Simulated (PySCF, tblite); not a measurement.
Compound: C6H8F2OSi.
Geometry (GFN2-xTB, Å), atoms numbered from 1 in this order:
```
atom  x, y, z in Å
F1     2.7110   -1.1747    0.5999
C2     2.8889    0.0260   -0.0319
C3     1.6108    0.7970   -0.1428
F4     1.8865    2.1103   -0.3975
C5     0.3604    0.3552   -0.0370
C6    -0.7590    1.2724   -0.1572
C7    -2.0430    0.9182   -0.1259
C8    -2.5992   -0.4626    0.0076
O9    -1.6788   -1.5057   -0.1138
Si10  -0.1042   -1.4475    0.2803
H11    3.3071   -0.1904   -1.0241
H12    3.6194    0.6013    0.5503
H13   -0.5122    2.3205   -0.2739
H14   -2.8060    1.6806   -0.2065
H15   -3.1077   -0.5441    0.9817
H16   -3.3602   -0.6178   -0.7696
H17    0.1133   -1.7427    1.6970
H18    0.4643   -2.3897   -0.6682
```

Jobs on this species (18 atoms, 84 electrons) with PySCF (density fitting) and tblite. Hardware of each: Arm Neoverse N1, one thread, no GPU, on a shared host. Other jobs ran on the host; a repeat could differ by tens of per cent or more.

```json
{"level and settings": "PBE0/pcSseg-1", "work": "shieldings, ring-centre shieldings, charges and field gradients, density and orbital grids written", "basis functions": "217", "SCF cycles": "?", "wall time": "?"}
{"level and settings": "GFN2-xTB", "work": "Hessian by finite differences", "basis functions": "–", "SCF cycles": "–", "wall time": "1.4 s"}
{"level and settings": "GFN2-xTB", "work": "L-BFGS relaxation", "basis functions": "–", "SCF cycles": "–", "wall time": "1.1 s"}
```

Fill in the missing figures.

- PBE0/pcSseg-1; shieldings, ring-centre shieldings, charges and field gradients, density and orbital grids written: 1.7 min, 14 SCF cycles

What do all jobs in the table cost together?

About 1.7 min; the longest takes about 98 % of that, and about 93 times as long as the shortest.
